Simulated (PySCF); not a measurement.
Atom-mapped SMILES (the numbers label the heavy atoms): `[NH2:1][GeH:2]([NH2:3])[F:4]`. Hydrogens are named by the atom that carries them.

Geometry: PBE0-D3(BJ)/def2-SVP; GIAO shifts from PySCF 2.14, gas phase, non-relativistic, averaged over equivalent atoms.

At PBE0/pcSseg-1 (117 basis functions, 6.7 s wall time on 1 thread of an x86-64 server CPU, shared host):
| atoms | δ (ppm) |
| --- | --- |
| N1/N3 | 24.6 |
| Ge2 | 42.1 |
| F4 | -163.0 |
| H(Ge2) | 5.69 |
| H(N1)/H(N3) | 0.55 |

Scale: 15N (265.67 ppm) against NH3; 73Ge (1330.28 ppm) vs GeMe4; CFCl3 for 19F (177.25 ppm); 1H (31.27 ppm) against TMS (reference shieldings calculated alike).

Q: What do these become at CAM-B3LYP/pcSseg-2?

A: 
```json
{"atoms": "N1/N3", "δ at CAM-B3LYP/pcSseg-2": "25.5", "change": "+0.9"}
{"atoms": "Ge2", "δ at CAM-B3LYP/pcSseg-2": "36.4", "change": "-5.7"}
{"atoms": "F4", "δ at CAM-B3LYP/pcSseg-2": "-161.3", "change": "+1.7"}
{"atoms": "H(Ge2)", "δ at CAM-B3LYP/pcSseg-2": "5.78", "change": "+0.09"}
{"atoms": "H(N1)/H(N3)", "δ at CAM-B3LYP/pcSseg-2": "0.67", "change": "+0.12"}
```

References, each an isolated molecule treated in the same way: 15N (σref 261.83) vs NH3; 73Ge (σref 1313.26) against GeMe4; CFCl3 for 19F (σref 186.01); TMS for 1H (σref 31.34).

The largest change is at Ge2 (germanium bonded to F, 2 N, H). Cost: 241 basis functions, 27 s wall time on 1 thread of an x86-64 server CPU, shared host.

Relativistic effects, spin–orbit coupling among them, are left out; they matter for Ge and for the light atoms bonded to it. Unscaled 19F shifts against computed CFCl3 carry errors that often reach 10 to 50 ppm. Experimental scales use liquid or dissolved standards, which lie at an offset from isolated NH3 (liquid NH3: subtract about 20 ppm).
